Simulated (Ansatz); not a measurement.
Ansatz (an electronic-structure program) job for SnH4, SMILES [SnH4], CAM-B3LYP/def2-TZVPD. The structure is a stationary point at PBE0-D3(BJ)/def2-TZVPD. The isomer is the one that the SMILES or the coordinates give; other isomers of the formula were not compared. The def2 effective core potentials stand for the cores of Sn; spin–orbit coupling is left out.

Ansatz 0.2 input:
```yaml
crystal:
  periodic: [false, false, false]
  atoms:
    - {symbol: Sn, position_ang: [0.00000000, -0.00000000, 0.00000000]}
    - {symbol: H, position_ang: [-0.98368042, -0.98368041, 0.98368041]}
    - {symbol: H, position_ang: [0.98368041, -0.98368041, -0.98368042]}
    - {symbol: H, position_ang: [0.98368042, 0.98368042, 0.98368041]}
    - {symbol: H, position_ang: [-0.98368041, 0.98368041, -0.98368041]}
basis:
  gaussian:
    orbitals: def2-TZVPD
hamiltonian:
  xc: {name: CAM-B3LYP}
```

Program output:

```
WARN ansatz: RAYON_NUM_THREADS=1 ignored (pool sized by the plan → 1); use --threads N
Functional definition: CAM-B3LYP
integrals: 0.02 GiB planned
668 factors; their error is unknown
integrals: 0.05 GiB planned
299 factors; integrals over basis functions are off by at most 1.3e-5 eV
mean field: 0.28 GiB planned
mean field evaluation 1: about -5895.1010 eV, gradient 8.8e0 eV
mean field evaluation 2: about -5895.2202 eV, gradient 4.9e0 eV
mean field evaluation 4: about -5895.2528 eV, gradient 5.3e-2 eV
mean field evaluation 8: about -5895.3045 eV, gradient 4.0e-4 eV
mean field -5895.30446963 eV, -216.6484432781 hartree, gradient 4.8e-5 eV, S^2 0.000000; 0 other end points of the search recorded, 0 dependent functions left out
reference -5895.30459687 eV, -216.6484479539 hartree; 13, 13 occupied and 79, 79 virtual orbitals, 668 factors
Total energy: -5895.30459687 eV, -216.6484479539 hartree
```

Self-consistency was reached.
